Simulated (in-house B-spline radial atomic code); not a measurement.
The outermost shell (largest non-relativistic mean radius) with and without relativity; Dirac values are averaged over j. Computed with a B-spline radial code for spherical atoms: non-relativistic Hartree-Fock and Dirac-Hartree-Fock, averages of the configuration (point nuclei without relativity, finite nuclei with it).

| ion | configuration | outermost shell | radius non-relativistic (bohr) | radius Dirac (bohr) | radius change (%) | level non-relativistic (eV) | level Dirac (eV) | spin-orbit splitting (eV) |
| --- | --- | --- | --- | --- | --- | --- | --- | --- |
| Cu3+ | [Ar] 3d8 | 3d | 0.84224 | 0.84555 | 0.39251 | -60.930 | -60.513 | 0.35443 |
| Zn3+ | [Ar] 3d9 | 3d | 0.80648 | 0.80966 | 0.39523 | -63.245 | -62.793 | 0.43749 |
| Ga3+ | [Ar] 3d10 | ? | ? | ? | ? | ? | ? | ? |
| Ge3+ | [Ar] 3d10 4s1 | 4s | 1.9234 | 1.8963 | -1.4096 | -44.074 | -44.728 | - |
| As3+ | [Ar] 3d10 4s2 | 4s | 1.8099 | 1.7841 | -1.4277 | -47.388 | -48.099 | - |
| Se3+ | [Ar] 3d10 4s2 4p1 | ? | ? | ? | ? | ? | ? | ? |
| Br3+ | [Ar] 3d10 4s2 4p2 | 4p | 1.79 | 1.7815 | -0.47378 | -45.541 | -45.656 | 0.70495 |
| Kr3+ | [Ar] 3d10 4s2 4p3 | 4p | 1.6839 | 1.6755 | -0.49985 | -49.211 | -49.344 | 0.88747 |
| Rb3+ | [Ar] 3d10 4s2 4p4 | 4p | 1.5908 | 1.5824 | -0.52878 | -52.944 | -53.098 | 1.099 |

Fill in the row of Ga3+.

outermost shell: 3d; radius non-relativistic (bohr): 0.77384; radius Dirac (bohr): 0.77692; radius change (%): 0.39824; level non-relativistic (eV): -65.530; level Dirac (eV): -65.041; spin-orbit splitting (eV): 0.5344.

Fill in the row of Se3+.

outermost shell: 4p; radius non-relativistic (bohr): 1.9121; radius Dirac (bohr): 1.9035; radius change (%): -0.45137; level non-relativistic (eV): -41.930; level Dirac (eV): -42.03; spin-orbit splitting (eV): 0.54887.

Which member changes most?

Arsenic (As3+): its 4s shell contracts by 1.4 %.
